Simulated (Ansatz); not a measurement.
```json
{"atom": "P", "x (Å)": "0.0000", "y (Å)": "0.0000", "z (Å)": "-0.8699"}
{"atom": "P", "x (Å)": "0.0000", "y (Å)": "0.0000", "z (Å)": "0.8699"}
```

Basis set: 6-31G* (spherical functions). Left uncorrelated: 10 orbitals. Charge 0, multiplicity 1.

Computed with Ansatz (development build ahead of 0.2.0); each method stands on the lowest determinant of its kind that the runs found. Restricted open shells among the atoms or ions are ROHF, correlated in semicanonical orbitals with singles.

Task: Give the atomization energy at this shape (free ground-state atoms in the same class of orbitals less the molecule, no zero-point energy) of singlet P₂ by RHF-MP2, RHF.

Result:

| method | atomization energy |
| --- | --- |
| RHF-MP2 | 3.25 eV |
| RHF | 0.81 eV |

Caution: no unrestricted run beside it, a lower state can exist; the shape is not the minimum.
